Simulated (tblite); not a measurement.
A geometry optimisation, step by step.

Compound: C₇H₁₆BN.
Numbering: `[CH3:1][CH:2]([CH3:3])[NH:4][B:5]1[CH2:6][CH2:7][CH2:8][CH2:9]1` (hydrogens: H10, H11, H12 on C1; H13 on C2; H14, H15, H16 on C3; H17 on N4; H18, H19 on C6; H20, H21 on C7; H22, H23 on C8; H24, H25 on C9)

Computed with GFN2-xTB (tblite), gas phase: L-BFGS steps from a force-field or distance-geometry start until the largest atomic force falls under 0.01 eV/Å. 7 of its 134 geometries are shown.

Step 0: E = -742.5752 eV, largest atomic force 2.972 eV/Å
```
atom  x, y, z in Å  |  force x, y, z in eV/Å
C1      2.468   -0.928    0.184   -0.435  -0.281  -0.060
C2      1.887    0.485   -0.096    0.603   0.166   0.893
C3      2.891    1.544    0.389   -0.154   0.697   0.090
N4      0.601    0.699    0.586   -0.675  -2.223  -0.427
B5     -0.548   -0.022   -0.125    0.730   1.849   2.209
C6     -1.292   -1.247    0.538    0.707  -0.410   0.245
C7     -2.698   -1.190   -0.038   -0.803  -0.648   0.241
C8     -2.950    0.252   -0.474   -1.075   0.256  -0.019
C9     -1.613    0.828   -0.916    0.630   0.289  -0.767
H10     2.598   -1.089    1.279   -0.063   0.141  -0.829
H11     1.770   -1.705   -0.209    0.535   0.539   0.354
H12     3.435   -1.049   -0.324   -0.325   0.044   0.263
H13     1.770    0.613   -1.177   -0.266  -0.033   0.114
H14     2.480    2.558    0.168    0.340  -0.761   0.236
H15     3.056    1.468    1.481   -0.088   0.005  -0.647
H16     3.847    1.440   -0.136   -0.246   0.007   0.211
H17     0.660    0.347    1.583    0.215   0.478  -1.416
H18    -0.787   -2.207    0.279   -0.433   0.431   0.566
H19    -1.312   -1.113    1.649    0.096  -0.369  -0.819
H20    -3.444   -1.518    0.724    0.327   0.110  -0.664
H21    -2.767   -1.859   -0.914   -0.051   0.220   0.355
H22    -3.700    0.287   -1.302    0.369   0.071   0.728
H23    -3.344    0.839    0.397    0.271  -0.424  -0.738
H24    -1.554    1.903   -0.662    0.065  -0.510  -0.460
H25    -1.467    0.691   -2.005   -0.275   0.356   0.341
```

Step 22: E = -743.4788 eV, largest atomic force 0.359 eV/Å
```
atom  x, y, z in Å  |  force x, y, z in eV/Å
C1      2.638   -0.863    0.003    0.047  -0.270   0.063
C2      1.914    0.475   -0.109   -0.140   0.032   0.141
C3      2.813    1.585    0.427    0.056   0.204   0.075
N4      0.670    0.298    0.618   -0.159   0.001   0.224
B5     -0.662    0.131    0.240    0.142  -0.027   0.023
C6     -1.493   -1.107    0.808    0.005  -0.119  -0.014
C7     -2.780   -1.127   -0.042   -0.096  -0.009   0.071
C8     -2.977    0.316   -0.522    0.001  -0.016   0.052
C9     -1.559    0.785   -0.890    0.095  -0.035  -0.108
H10     2.849   -1.076    1.047    0.171   0.107   0.134
H11     2.002   -1.673   -0.337   -0.066  -0.039  -0.269
H12     3.569   -0.881   -0.546    0.142   0.031  -0.162
H13     1.671    0.694   -1.148   -0.055   0.001  -0.161
H14     2.390    2.566    0.247   -0.188   0.082   0.022
H15     2.996    1.482    1.492   -0.109  -0.094   0.115
H16     3.776    1.552   -0.071    0.074  -0.059  -0.110
H17     0.862   -0.178    1.491    0.175   0.000   0.033
H18    -0.889   -1.995    0.587   -0.146  -0.100   0.153
H19    -1.695   -1.144    1.883   -0.117   0.117  -0.166
H20    -3.639   -1.506    0.519    0.019   0.093  -0.070
H21    -2.648   -1.770   -0.921    0.049   0.065   0.184
H22    -3.688    0.386   -1.356    0.161  -0.015   0.162
H23    -3.356    0.920    0.310    0.024  -0.024  -0.145
H24    -1.505    1.869   -1.032    0.025  -0.219  -0.072
H25    -1.268    0.282   -1.819   -0.110   0.294  -0.174
```

Step 44: E = -743.9371 eV, largest atomic force 0.119 eV/Å
```
atom  x, y, z in Å  |  force x, y, z in eV/Å
C1      2.871   -0.744   -0.334    0.008  -0.064  -0.002
C2      1.847    0.372   -0.097    0.043  -0.057  -0.053
C3      2.528    1.576    0.561   -0.038   0.024  -0.023
N4      0.733   -0.142    0.684    0.081  -0.036  -0.078
B5     -0.602   -0.199    0.332    0.107   0.046  -0.024
C6     -1.755   -1.021    1.073    0.027   0.016  -0.054
C7     -2.862   -1.042    0.006   -0.019   0.044  -0.016
C8     -2.784    0.350   -0.619    0.024   0.043  -0.065
C9     -1.284    0.550   -0.903   -0.013   0.036   0.062
H10     3.356   -1.026    0.599   -0.004   0.029   0.001
H11     2.380   -1.622   -0.744   -0.055  -0.034  -0.005
H12     3.635   -0.427   -1.042   -0.038   0.045   0.076
H13     1.450    0.682   -1.067   -0.061   0.027  -0.002
H14     1.891    2.452    0.499   -0.083   0.040   0.064
H15     2.750    1.384    1.609    0.012  -0.066  -0.033
H16     3.457    1.795    0.038   -0.019   0.007   0.056
H17     1.054   -0.594    1.529    0.015  -0.039   0.019
H18    -1.496   -2.028    1.406    0.016   0.039  -0.007
H19    -2.124   -0.480    1.949    0.019  -0.038   0.003
H20    -3.853   -1.277    0.398    0.013   0.063   0.084
H21    -2.622   -1.789   -0.756    0.003   0.015   0.040
H22    -3.411    0.460   -1.504    0.016  -0.073  -0.062
H23    -3.119    1.089    0.116    0.045  -0.043  -0.046
H24    -1.025    1.607   -0.983   -0.056   0.011  -0.013
H25    -1.026    0.099   -1.866   -0.044  -0.033   0.079
```

Step 66: E = -743.9950 eV, largest atomic force 0.061 eV/Å
```
atom  x, y, z in Å  |  force x, y, z in eV/Å
C1      2.925   -0.714   -0.406    0.021   0.012  -0.016
C2      1.846    0.332   -0.123    0.021  -0.007  -0.003
C3      2.413    1.535    0.632    0.012  -0.006   0.002
N4      0.764   -0.275    0.627    0.002   0.026  -0.017
B5     -0.579   -0.214    0.333    0.002   0.005  -0.012
C6     -1.749   -0.946    1.122    0.049  -0.015   0.008
C7     -2.881   -0.965    0.084    0.011  -0.015   0.049
C8     -2.744    0.344   -0.695   -0.016  -0.022   0.014
C9     -1.234    0.528   -0.916   -0.024   0.009   0.008
H10     3.429   -1.010    0.512   -0.026   0.006   0.013
H11     2.472   -1.595   -0.854    0.015  -0.008  -0.004
H12     3.666   -0.318   -1.094    0.038   0.015  -0.008
H13     1.430    0.681   -1.073   -0.002  -0.033   0.020
H14     1.647    2.299    0.734    0.015   0.006   0.015
H15     2.738    1.239    1.627    0.037  -0.005   0.000
H16     3.260    1.952    0.094    0.009   0.026   0.013
H17     1.100   -0.768    1.444   -0.008   0.007  -0.005
H18    -1.516   -1.950    1.479   -0.039   0.008   0.009
H19    -2.056   -0.366    1.997   -0.032  -0.005  -0.035
H20    -3.869   -1.075    0.532   -0.032  -0.017  -0.003
H21    -2.715   -1.803   -0.597   -0.061  -0.001   0.004
H22    -3.313    0.318   -1.625    0.009   0.027  -0.019
H23    -3.127    1.167   -0.088    0.011  -0.012   0.006
H24    -0.977    1.583   -1.015   -0.009   0.014  -0.027
H25    -0.940    0.048   -1.853   -0.005  -0.014  -0.013
```

Step 89: E = -744.0064 eV, largest atomic force 0.028 eV/Å
```
atom  x, y, z in Å  |  force x, y, z in eV/Å
C1      2.958   -0.692   -0.401    0.002  -0.010  -0.010
C2      1.863    0.340   -0.130    0.004  -0.008   0.016
C3      2.432    1.522    0.659   -0.004   0.006   0.005
N4      0.766   -0.279    0.591   -0.009   0.016   0.012
B5     -0.580   -0.232    0.292    0.002   0.014   0.001
C6     -1.748   -0.941    1.112   -0.010  -0.005  -0.007
C7     -2.913   -0.955    0.111   -0.008  -0.001  -0.009
C8     -2.765    0.333   -0.701   -0.001   0.009  -0.004
C9     -1.258    0.496   -0.954    0.005  -0.005  -0.016
H10     3.405   -1.018    0.537    0.000  -0.018  -0.017
H11     2.543   -1.558   -0.909   -0.007  -0.005  -0.006
H12     3.738   -0.264   -1.024    0.003   0.006   0.007
H13     1.463    0.703   -1.082    0.003  -0.002   0.028
H14     1.652    2.251    0.863   -0.015   0.004  -0.013
H15     2.842    1.182    1.608   -0.006  -0.007  -0.003
H16     3.225    2.004    0.093   -0.005   0.011   0.007
H17     1.089   -0.770    1.414   -0.003   0.011  -0.007
H18    -1.537   -1.943    1.488    0.011   0.005   0.007
H19    -2.029   -0.335    1.978    0.009  -0.011  -0.007
H20    -3.891   -1.024    0.591    0.009   0.004   0.017
H21    -2.806   -1.812   -0.556    0.011  -0.013   0.002
H22    -3.347    0.298   -1.623   -0.001   0.017   0.006
H23    -3.127    1.175   -0.106    0.008   0.000   0.004
H24    -0.994    1.547   -1.083    0.000  -0.007  -0.012
H25    -0.989   -0.006   -1.887    0.001  -0.009  -0.004
```

Step 111: E = -744.0107 eV, largest atomic force 0.016 eV/Å
```
atom  x, y, z in Å  |  force x, y, z in eV/Å
C1      2.957   -0.682   -0.413   -0.010   0.009   0.001
C2      1.868    0.351   -0.123   -0.013   0.006   0.006
C3      2.428    1.523    0.688   -0.002   0.000   0.001
N4      0.766   -0.269    0.587   -0.003  -0.008   0.000
B5     -0.575   -0.243    0.270   -0.006   0.003   0.003
C6     -1.740   -0.937    1.107    0.005   0.004  -0.010
C7     -2.918   -0.943    0.123   -0.001   0.000   0.001
C8     -2.760    0.340   -0.695    0.001  -0.004  -0.005
C9     -1.257    0.448   -0.995    0.005  -0.004   0.003
H10     3.363   -1.076    0.518   -0.005   0.001  -0.005
H11     2.547   -1.507   -0.990   -0.002  -0.005   0.005
H12     3.768   -0.231   -0.978    0.004   0.009  -0.006
H13     1.470    0.731   -1.068    0.004  -0.003  -0.004
H14     1.631    2.226    0.918    0.009   0.008  -0.003
H15     2.856    1.167    1.623    0.004   0.000   0.000
H16     3.200    2.040    0.125    0.007  -0.004   0.008
H17     1.079   -0.740    1.425    0.009  -0.001   0.003
H18    -1.531   -1.937    1.490   -0.001  -0.009  -0.007
H19    -2.002   -0.321    1.972   -0.001   0.000   0.011
H20    -3.889   -0.996    0.617   -0.006  -0.001   0.008
H21    -2.829   -1.805   -0.543   -0.006  -0.004   0.010
H22    -3.374    0.328   -1.597   -0.005   0.001  -0.015
H23    -3.071    1.192   -0.087    0.004   0.004   0.006
H24    -0.969    1.482   -1.191    0.003  -0.002  -0.003
H25    -1.030   -0.116   -1.903    0.007  -0.001  -0.011
```

Step 133: E = -744.0122 eV, largest atomic force 0.009 eV/Å
```
atom  x, y, z in Å  |  force x, y, z in eV/Å
C1      2.946   -0.665   -0.425    0.006  -0.006  -0.002
C2      1.864    0.369   -0.114   -0.001  -0.002  -0.001
C3      2.437    1.526    0.706    0.002   0.001   0.004
N4      0.765   -0.257    0.595   -0.005   0.000  -0.004
B5     -0.573   -0.258    0.263   -0.002   0.009  -0.002
C6     -1.738   -0.949    1.102   -0.006  -0.003   0.004
C7     -2.932   -0.931    0.136   -0.001  -0.003  -0.001
C8     -2.753    0.336   -0.703   -0.002   0.001   0.001
C9     -1.250    0.413   -1.015   -0.004   0.004  -0.003
H10     3.349   -1.079    0.497    0.006   0.001   0.003
H11     2.531   -1.478   -1.016   -0.005  -0.004  -0.001
H12     3.760   -0.209   -0.983   -0.001   0.003  -0.005
H13     1.462    0.762   -1.052   -0.001  -0.002  -0.005
H14     1.655    2.248    0.927    0.004   0.000   0.006
H15     2.845    1.158    1.646    0.000   0.002   0.005
H16     3.230    2.026    0.156   -0.002  -0.001   0.002
H17     1.079   -0.718    1.439    0.003   0.004   0.000
H18    -1.533   -1.958    1.464   -0.005   0.005  -0.002
H19    -1.980   -0.347    1.982    0.005  -0.001   0.000
H20    -3.896   -0.949    0.648    0.006  -0.001  -0.001
H21    -2.881   -1.805   -0.518    0.003  -0.004   0.000
H22    -3.373    0.322   -1.602    0.002   0.002   0.004
H23    -3.042    1.204   -0.106   -0.001  -0.001  -0.005
H24    -0.948    1.438   -1.236    0.001  -0.002   0.000
H25    -1.035   -0.174   -1.912   -0.002  -0.003   0.003
```

**Question.** Summarise the path.

**Answer.** The energy falls by 138.65 kJ/mol from step 0 to step 133; nine tenths of that is first reached at step 37. It falls at every step. The largest force goes from 2.972 to 0.009 eV/Å. Among the bonds N4–B5 changes most, from 1.531 to 1.379 Å; the atoms move by 0.829 Å rms after alignment.

**Question.** Follow the three bonds and two angles with the largest change from start to end.

**Answer.** 
```tsv
step	E above end (kJ/mol)	largest force (eV/Å)	N4–B5 (Å)	N4–H17 (Å)	C1–H11 (Å)	C2–N4–B5 (°)	B5–N4–H17 (°)
0	138.65	2.972	1.531	1.059	1.117	111.9	108.8
6	83.07	0.511	1.426	1.016	1.090	125.5	111.8
12	70.93	0.370	1.411	1.015	1.085	127.3	114.0
17	62.81	0.274	1.403	1.014	1.091	131.5	112.4
23	48.62	0.369	1.395	1.015	1.084	134.1	111.6
29	34.77	0.385	1.387	1.008	1.092	130.5	114.6
35	16.45	0.357	1.384	1.010	1.086	127.8	119.6
40	9.02	0.152	1.383	1.013	1.089	128.5	118.8
46	6.21	0.179	1.382	1.012	1.088	127.7	120.8
52	4.12	0.115	1.377	1.010	1.088	127.1	121.7
58	2.58	0.117	1.377	1.011	1.087	126.3	121.2
64	1.81	0.074	1.377	1.012	1.088	126.6	121.4
69	1.38	0.063	1.376	1.010	1.088	127.3	120.7
75	0.98	0.033	1.379	1.011	1.088	127.8	120.2
81	0.76	0.038	1.380	1.012	1.088	127.9	120.4
87	0.59	0.039	1.379	1.011	1.087	128.0	120.3
93	0.45	0.040	1.379	1.011	1.087	128.1	120.1
98	0.30	0.030	1.378	1.011	1.087	128.0	120.1
104	0.20	0.018	1.378	1.011	1.087	128.0	120.2
110	0.16	0.016	1.378	1.011	1.087	128.1	120.1
116	0.11	0.018	1.379	1.011	1.087	128.3	120.3
121	0.07	0.031	1.378	1.011	1.087	128.5	120.1
127	0.02	0.017	1.378	1.011	1.088	128.2	120.1
133	0.00	0.009	1.379	1.011	1.087	128.1	120.2
```

What follows is the cost of the whole relaxation. Time: 1.2 s wall. Hardware: an Arm Neoverse V1 with one thread, no GPU (shared host).
